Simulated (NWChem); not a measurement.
Program: NWChem. System: CH4N, charge 0, spin multiplicity 2, at a geometry optimised with UB3LYP/def2-SVP. The structure started from a generated list of species. Its SCF solution wasn't tested for a lower state. Level: UHF/def2-TZVP.

Job file:

```
start mol
memory heap 200 mb stack 900 mb global 1100 mb
geometry units angstroms nocenter noautoz
  C      0.595274    -0.182255     0.000000
  N     -0.729224     0.369201     0.000000
  H      0.775562    -0.833645     0.882748
  H      1.359578     0.611799     0.000000
  H      0.775562    -0.833645    -0.882748
  H     -1.377780    -0.435383     0.000000
  symmetry group Cs
end
basis spherical
  * library def2-tzvp
end
scf
  uhf
  nopen 1
  maxiter 100
  thresh 1e-7
  semidirect memsize 60000000 filesize 0
  # guess.movecs holds the orbitals of an unrestricted PBE0 run
  vectors input guess.movecs output mol.movecs
end
task scf energy
```

Output (cleaned and shortened):

```
             Northwest Computational Chemistry Package (NWChem) 7.3.0
             --------------------------------------------------------

                                NWChem Input Module
                                -------------------

 Scaling coordinates for geometry "geometry" by  1.889725989
 (inverse scale =  0.529177249)

 Turning off AUTOSYM since
 SYMMETRY directive was detected!

                             Geometry "geometry" -> ""
                             -------------------------

 Output coordinates in angstroms (scale by  1.889725989 to convert to a.u.)

  No.       Tag          Charge          X              Y              Z
 ---- ---------------- ---------- -------------- -------------- --------------
    1 C                    6.0000     0.59527400    -0.18225500     0.00000000
    2 N                    7.0000    -0.72922400     0.36920100     0.00000000
    3 H                    1.0000     0.77556200    -0.83364500     0.88274800
    4 H                    1.0000     1.35957800     0.61179900     0.00000000
    5 H                    1.0000     0.77556200    -0.83364500    -0.88274800
    6 H                    1.0000    -1.37778000    -0.43538300     0.00000000

 Effective nuclear repulsion energy (a.u.)      36.0412125911

            Nuclear Dipole moment (a.u.)
            ----------------------------
        X                 Y               Z
 ---------------- ---------------- ----------------
    -0.0000037795     0.0000056692     0.0000000000

      Symmetry information
      --------------------

 Group name             Cs
 Group number              2
 Group order               2
 No. of unique centers     5

      Symmetry unique atoms

     1    2    3    4    6


 Summary of "ao basis" -> "" (spherical)
 ------------------------------------------------------------------------------
       Tag                 Description            Shells   Functions and Types
 ---------------- ------------------------------  ------  ---------------------
 *                         def2-tzvp                  on all atoms

 Summary of "ao basis" -> "ao basis" (spherical)
 ------------------------------------------------------------------------------
       Tag                 Description            Shells   Functions and Types
 ---------------- ------------------------------  ------  ---------------------
 C                         def2-tzvp                11       31   5s3p2d1f
 N                         def2-tzvp                11       31   5s3p2d1f
 H                         def2-tzvp                 4        6   3s1p

                                 NWChem SCF Module
                                 -----------------

  ao basis        = "ao basis"
  functions       =    86
  atoms           =     6
  alpha electrons =     9
  beta  electrons =     8
  charge          =   0.00
  wavefunction    = UHF
  use symmetry    = T
  symmetry adapt  = T

 Summary of "ao basis" -> "ao basis" (spherical)
 ------------------------------------------------------------------------------
       Tag                 Description            Shells   Functions and Types
 ---------------- ------------------------------  ------  ---------------------
 C                         def2-tzvp                11       31   5s3p2d1f
 N                         def2-tzvp                11       31   5s3p2d1f
 H                         def2-tzvp                 4        6   3s1p

      Symmetry analysis of basis
      --------------------------

        a'         58
        a"         28

 Forming initial guess at       0.1s

   Symmetry analysis of molecular orbitals - initial alpha
   -------------------------------------------------------

  Numbering of irreducible representations:

     1 a'          2 a"

  Orbital symmetries:

     1 a'          2 a'          3 a'          4 a'          5 a'
     6 a"          7 a'          8 a'          9 a"         10 a'
    11 a'         12 a"         13 a'         14 a'         15 a"
    16 a'         17 a'         18 a'         19 a"

   Symmetry analysis of molecular orbitals - initial beta
   ------------------------------------------------------

  Numbering of irreducible representations:

     1 a'          2 a"

  Orbital symmetries:

     1 a'          2 a'          3 a'          4 a'          5 a'
     6 a"          7 a'          8 a'          9 a"         10 a'
    11 a'         12 a"         13 a'         14 a'         15 a'
    16 a"         17 a'         18 a'         19 a'

 Starting SCF solution at       0.1s

 ----------------------------------------------
         Quadratically convergent UHF

 Convergence threshold     :          1.000E-07
 Maximum no. of iterations :          100
 Integral*density screening:          1.000E-09
 ----------------------------------------------

              iter       energy          gnorm     gmax       time
             ----- ------------------- --------- --------- --------
                 1      -94.6194389629  4.14D-01  7.95D-02      0.6
                 2      -94.6311178734  2.43D-02  1.17D-02      0.8
                 3      -94.6313298498  3.84D-04  1.57D-04      1.1
                 4      -94.6313299172  7.22D-08  3.24D-08      1.7

       Final UHF  results
       ------------------

         Total SCF energy =    -94.631329917159
      One electron energy =   -198.755918017878
      Two electron energy =     68.083375509623
 Nuclear repulsion energy =     36.041212591096

                       Sz =      0.5000
                 Sz(Sz+1) =      0.7500
                      S^2 =      0.7619
[...]
                    ------------------------------------------

 Vector    7  Occ=1.000000D+00  E=-5.630471D-01  Symmetry=a'
              MO Center=  2.3D-01,  2.1D-01,  4.5D-16, r^2= 1.7D+00
   Bfn.  Coefficient  Atom+Function         Bfn.  Coefficient  Atom+Function
  ----- ------------  ---------------      ----- ------------  ---------------
     6      0.258769  1 C  px                37     -0.237828  2 N  px
     9      0.219567  1 C  px                40     -0.215808  2 N  px
    70      0.214996  4 H  s

 Vector    8  Occ=1.000000D+00  E=-4.550438D-01  Symmetry=a'
              MO Center= -2.8D-01,  2.7D-01, -9.0D-15, r^2= 1.8D+00
   Bfn.  Coefficient  Atom+Function         Bfn.  Coefficient  Atom+Function
  ----- ------------  ---------------      ----- ------------  ---------------
    38      0.330407  2 N  py                41      0.297242  2 N  py
    44      0.197428  2 N  py                36      0.182842  2 N  s
     7     -0.176854  1 C  py                35      0.175684  2 N  s
    10     -0.159138  1 C  py                82     -0.154211  6 H  s

 Vector    9  Occ=1.000000D+00  E=-4.476604D-01  Symmetry=a"
              MO Center= -1.6D-01, -2.1D-02,  7.7D-14, r^2= 1.8D+00
   Bfn.  Coefficient  Atom+Function         Bfn.  Coefficient  Atom+Function
  ----- ------------  ---------------      ----- ------------  ---------------
    39      0.380511  2 N  pz                42      0.367993  2 N  pz
    45      0.265459  2 N  pz                64     -0.178662  3 H  s
    76      0.178662  5 H  s                  8     -0.171754  1 C  pz
    11     -0.154952  1 C  pz

 Vector   10  Occ=0.000000D+00  E= 1.380382D-01  Symmetry=a'
              MO Center= -3.8D-01, -9.1D-01,  1.2D-13, r^2= 5.7D+00
   Bfn.  Coefficient  Atom+Function         Bfn.  Coefficient  Atom+Function
  ----- ------------  ---------------      ----- ------------  ---------------
     5      3.645671  1 C  s                 65     -1.687929  3 H  s
    77     -1.687929  5 H  s                 83     -1.534208  6 H  s
    71     -1.143961  4 H  s                 36      0.816442  2 N  s
    12      0.528146  1 C  px                 4     -0.445069  1 C  s
    13     -0.403695  1 C  py                43     -0.394638  2 N  px

 Vector   11  Occ=0.000000D+00  E= 1.745601D-01  Symmetry=a'
              MO Center=  3.6D-01, -4.6D-01, -4.1D-15, r^2= 7.1D+00
   Bfn.  Coefficient  Atom+Function         Bfn.  Coefficient  Atom+Function
  ----- ------------  ---------------      ----- ------------  ---------------
     5      4.894347  1 C  s                 36     -2.618126  2 N  s
    71     -1.889493  4 H  s                 65     -1.584202  3 H  s
    77     -1.584202  5 H  s                 83      1.365704  6 H  s
    44      0.639110  2 N  py                43     -0.353072  2 N  px
    70      0.298903  4 H  s                 12     -0.278344  1 C  px

 Vector   12  Occ=0.000000D+00  E= 2.239894D-01  Symmetry=a"
              MO Center=  8.1D-01, -1.2D+00,  1.8D-13, r^2= 4.7D+00
   Bfn.  Coefficient  Atom+Function         Bfn.  Coefficient  Atom+Function
  ----- ------------  ---------------      ----- ------------  ---------------
    65      2.637409  3 H  s                 77     -2.637409  5 H  s
    14     -1.794980  1 C  pz                64     -0.416626  3 H  s
    76      0.416626  5 H  s                 45      0.348204  2 N  pz
     8     -0.210211  1 C  pz

                     UHF Final Beta Molecular Orbital Analysis
                     -----------------------------------------

 Vector    6  Occ=1.000000D+00  E=-5.605374D-01  Symmetry=a"
              MO Center=  6.3D-01, -4.6D-01, -9.4D-16, r^2= 1.3D+00
   Bfn.  Coefficient  Atom+Function         Bfn.  Coefficient  Atom+Function
  ----- ------------  ---------------      ----- ------------  ---------------
     8      0.313195  1 C  pz                11      0.282756  1 C  pz
    64      0.197651  3 H  s                 76     -0.197651  5 H  s

 Vector    7  Occ=1.000000D+00  E=-5.516300D-01  Symmetry=a'
              MO Center=  2.2D-01,  1.6D-01,  1.1D-15, r^2= 1.8D+00
   Bfn.  Coefficient  Atom+Function         Bfn.  Coefficient  Atom+Function
  ----- ------------  ---------------      ----- ------------  ---------------
     6      0.266828  1 C  px                37     -0.233048  2 N  px
     9      0.227529  1 C  px                70      0.218190  4 H  s
    40     -0.204703  2 N  px

 Vector    8  Occ=1.000000D+00  E=-4.201177D-01  Symmetry=a'
              MO Center= -4.4D-01,  3.7D-01,  8.6D-16, r^2= 1.6D+00
   Bfn.  Coefficient  Atom+Function         Bfn.  Coefficient  Atom+Function
  ----- ------------  ---------------      ----- ------------  ---------------
    38      0.332897  2 N  py                41      0.295172  2 N  py
    44      0.234011  2 N  py                36      0.202576  2 N  s
    35      0.199698  2 N  s                 82     -0.155879  6 H  s
     7     -0.154252  1 C  py

 Vector    9  Occ=0.000000D+00  E= 1.235823D-01  Symmetry=a"
              MO Center= -4.7D-01,  1.7D-01, -2.0D-15, r^2= 2.3D+00
   Bfn.  Coefficient  Atom+Function         Bfn.  Coefficient  Atom+Function
  ----- ------------  ---------------      ----- ------------  ---------------
    65     -0.623300  3 H  s                 77      0.623300  5 H  s
    45      0.576040  2 N  pz                14      0.380811  1 C  pz
    39      0.295478  2 N  pz                42      0.218248  2 N  pz

 Vector   10  Occ=0.000000D+00  E= 1.411261D-01  Symmetry=a'
              MO Center= -1.9D-01, -9.1D-01, -9.6D-16, r^2= 5.9D+00
   Bfn.  Coefficient  Atom+Function         Bfn.  Coefficient  Atom+Function
  ----- ------------  ---------------      ----- ------------  ---------------
     5      3.963056  1 C  s                 65     -1.803525  3 H  s
    77     -1.803525  5 H  s                 83     -1.454225  6 H  s
    71     -1.257606  4 H  s                 36      0.692349  2 N  s
    12      0.522379  1 C  px                 4     -0.458518  1 C  s
    43     -0.422877  2 N  px                13     -0.400496  1 C  py

 Vector   11  Occ=0.000000D+00  E= 1.793400D-01  Symmetry=a'
              MO Center=  2.0D-01, -4.2D-01, -4.6D-16, r^2= 7.3D+00
   Bfn.  Coefficient  Atom+Function         Bfn.  Coefficient  Atom+Function
  ----- ------------  ---------------      ----- ------------  ---------------
     5      4.606942  1 C  s                 36     -2.694000  2 N  s
    71     -1.937028  4 H  s                 83      1.523565  6 H  s
    65     -1.409611  3 H  s                 77     -1.409611  5 H  s
    44      0.659656  2 N  py                70      0.320360  4 H  s
    43     -0.296601  2 N  px                 9     -0.261724  1 C  px

 center of mass
 --------------
 x =  -0.09583598 y =   0.09314165 z =   0.00000000

 moments of inertia (a.u.)
 ------------------
          20.619840676847          17.345470379489           0.000000000000
          17.345470379489          64.923679349523           0.000000000000
           0.000000000000           0.000000000000          74.325498355412

  Mulliken analysis of the total density
  --------------------------------------

    Atom       Charge   Shell Charges
 -----------   ------   -------------------------------------------------------
    1 C    6     6.20   0.85  1.12  0.48  0.65  0.10  1.23  1.34  0.32  0.03  0.07  0.01
    2 N    7     7.34   0.82  1.16  0.56  0.92  0.27  1.38  1.58  0.60  0.01  0.04  0.00
    3 H    1     0.89   0.26  0.49  0.12  0.02
    4 H    1     0.89   0.27  0.50  0.10  0.02
    5 H    1     0.89   0.26  0.49  0.12  0.02
    6 H    1     0.79   0.26  0.44  0.06  0.03

  Mulliken analysis of the alpha density
  --------------------------------------

    Atom       Charge   Shell Charges
 -----------   ------   -------------------------------------------------------
    1 C    6     3.03   0.43  0.56  0.24  0.31  0.05  0.60  0.64  0.14  0.01  0.04  0.00
    2 N    7     4.21   0.41  0.58  0.30  0.48  0.14  0.90  1.02  0.37  0.00  0.02  0.00
    3 H    1     0.48   0.14  0.26  0.06  0.01
    4 H    1     0.44   0.13  0.25  0.05  0.01
    5 H    1     0.48   0.14  0.26  0.06  0.01
    6 H    1     0.36   0.12  0.20  0.03  0.02

   Mulliken analysis of the beta density
   -------------------------------------

    Atom       Charge   Shell Charges
 -----------   ------   -------------------------------------------------------
    1 C    6     3.17   0.43  0.56  0.24  0.33  0.06  0.63  0.70  0.17  0.01  0.03  0.00
    2 N    7     3.13   0.41  0.58  0.27  0.44  0.13  0.49  0.56  0.22  0.00  0.02  0.00
    3 H    1     0.41   0.12  0.23  0.05  0.01
    4 H    1     0.44   0.13  0.25  0.05  0.01
    5 H    1     0.41   0.12  0.23  0.05  0.01
    6 H    1     0.43   0.14  0.24  0.04  0.01

   Mulliken analysis of the spin density
   -------------------------------------

    Atom       Charge   Shell Charges
 -----------   ------   -------------------------------------------------------
    1 C    6    -0.15  -0.00  0.00 -0.01 -0.02 -0.01 -0.04 -0.06 -0.03  0.00  0.01  0.00
    2 N    7     1.09   0.00 -0.00  0.03  0.04  0.00  0.41  0.45  0.15 -0.00  0.00 -0.00
    3 H    1     0.06   0.01  0.04  0.01 -0.00
    4 H    1     0.00   0.00  0.00  0.00 -0.00
    5 H    1     0.06   0.01  0.04  0.01 -0.00
    6 H    1    -0.06  -0.01 -0.04 -0.01  0.00

       Multipole analysis of the density wrt the origin
       ------------------------------------------------

     L   x y z        total         alpha         beta         nuclear
     -   - - -        -----         -----         ----         -------
     0   0 0 0     -0.000000     -9.000000     -8.000000     17.000000

     1   1 0 0      0.234670      0.719095     -0.484422     -0.000004
     1   0 1 0     -0.737972     -0.632338     -0.105639      0.000006
     1   0 0 1     -0.000000     -0.000000     -0.000000      0.000000

     2   2 0 0     -9.715892    -25.300383    -22.976587     38.561078
     2   1 1 0      1.628053      5.698683      4.489204     -8.559834
     2   1 0 1      0.000000      0.000000      0.000000      0.000000
     2   0 2 0    -10.897350    -11.478803    -10.514741     11.096194
     2   0 1 1     -0.000000     -0.000000      0.000000      0.000000
     2   0 0 2    -10.037191     -8.692501     -6.910151      5.565461

 Task  times  cpu:        1.7s     wall:        1.7s

 Total times  cpu:        1.8s     wall:        1.8s
```
